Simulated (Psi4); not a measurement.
Conformational energy of SMILES c1ccc(c2c1cccc2)-c1ccco1. Scanned: dihedral O3–C4–C5–C6; all other coordinates were relaxed at GFN2-xTB. Points at φ and −φ are mirror images.

Geometry of the scan point at -60° (Å):
```
25

C     -3.7763    -0.4409    -0.4300
C     -3.8933     0.6384     0.3889
O     -2.6888     1.1748     0.6428
C     -1.7706     0.4364    -0.0205
C     -0.3564     0.8070     0.0771
C      0.0386     2.0530    -0.3510
C      1.3870     2.4293    -0.3323
C      2.3402     1.5493     0.0966
C      1.9805     0.2603     0.5416
C      2.9504    -0.6592     0.9944
C      2.5886    -1.8998     1.4367
C      1.2362    -2.2727     1.4548
C      0.2724    -1.4070     1.0183
C      0.6132    -0.1249     0.5384
C     -2.3927    -0.5803    -0.6922
H     -4.5676    -1.0606    -0.7995
H     -4.7437     1.1055     0.8447
H     -0.7052     2.7527    -0.7035
H      1.6648     3.4161    -0.6724
H      3.3846     1.8271     0.1025
H      3.9886    -0.3587     0.9871
H      3.3374    -2.5978     1.7818
H      0.9611    -3.2509     1.8211
H     -0.7679    -1.6944     1.0430
H     -1.9219    -1.3170    -1.3110
```

Calculation: PBE-D3(BJ)/def2-SVP // GFN2-xTB run with Psi4 1.11.

Scanned values (°): -160, -140, -120, -100, -80, -60, -40, -20, 0, 20, 40, 60, 80, 100, 120, 140, 160, 180.

Q: At which scan points does the profile have its minima and maxima, and how high do they lie?

A: Lower than their neighbours: -140° (1.9 kJ/mol), -20° (0.0 kJ/mol), 20° (0.0 kJ/mol), 140° (1.9 kJ/mol). Higher than their neighbours: -80° (14.0 kJ/mol), 0° (5.5 kJ/mol), 80° (14.0 kJ/mol), 180° (3.5 kJ/mol). The whole profile spans 14.0 kJ/mol.
